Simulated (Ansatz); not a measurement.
Reaction (ligand exchange at the Si–F bond): `N[Si]F` + HBr → `N[Si]Br` + H–F

Isolated molecules relaxed with PBE0-D4/def2-TZVP in Ansatz; ΔE leaves out vibrations. CBS: MP2 limit from def2 TZ/QZ plus the TZ coupled-cluster correction, frozen cores. This one scheme is used for every species. Functionals use def2-TZVPP. B3LYP here is the variant with VWN-RPA as its local correlation; programs differ in this. HSE06 is defined as in plane-wave codes. For Br outer-core shells are correlated without core-valence functions, which leaves a few kJ/mol of doubt a bond. Scalar relativity is left out up to krypton. One conformer a species, not always the lowest.

```csv
level,ΔE (kJ/mol),difference from CCSD(T)/CBS
LDA (SPW92),32.7,0.4
PBE-D4,26.5,-5.8
revPBE-D4,23.4,-8.9
BLYP-D4,37.3,5.0
r2SCAN-D4,35.1,2.8
B97M-V,44.6,12.3
PBE0-D4,26.1,-6.2
r2SCANh-D4,34.0,1.7
r2SCAN0-D4,32.4,0.1
HSE06-D4,25.3,-7.0
BHLYP-D4,38.3,6.0
CAM-B3LYP-D4,47.2,14.9
ωB97X-V,41.4,9.1
ωB97M-V,38.8,6.5
B2PLYP,40.6,8.3
PBE-QIDH,29.8,-2.5
PBE,30.1,-2.2
revPBE,29.4,-2.9
BLYP,44.7,12.4
r2SCAN,35.8,3.5
PBE0,29.3,-3.0
B3LYP,43.3,11.0
r2SCANh,34.8,2.5
r2SCAN0,33.4,1.1
HSE06,28.4,-3.9
LC-ωPBE,42.2,9.9
RPA@PBE/def2-TZVPP,42.3,10.0
HF/def2-SVP,42.0,9.7
MP2/def2-SVP,34.7,2.4
CCSD/def2-SVP,40.6,8.3
CCSD(T)/def2-SVP,39.0,6.7
MP2/def2-TZVPP,31.3,-1.0
SCS-MP2/def2-TZVPP,38.5,6.2
CCSD(T)/def2-TZVPP,37.6,5.3
HF/def2-QZVPP,50.3,18.0
MP2/def2-QZVPP,29.3,-3.0
SCS-MP2/def2-QZVPP,36.6,4.3
HF/CBS(def2),50.7,18.4
MP2/CBS(def2),26.0,-6.3
CCSD/CBS(def2),35.3,3.0
CCSD(T)/CBS,32.3,0
```

Largest T1 diagnostic among the species: 0.014.

At CCSD(T), def2-SVP lies +6.7 kJ/mol from the extrapolated value and def2-TZVPP +5.3 kJ/mol. Leaving LDA and LC-ωPBE aside and taking each functional with its dispersion term where it has one, the values spread over 23.9 kJ/mol, from revPBE-D4 to CAM-B3LYP-D4.
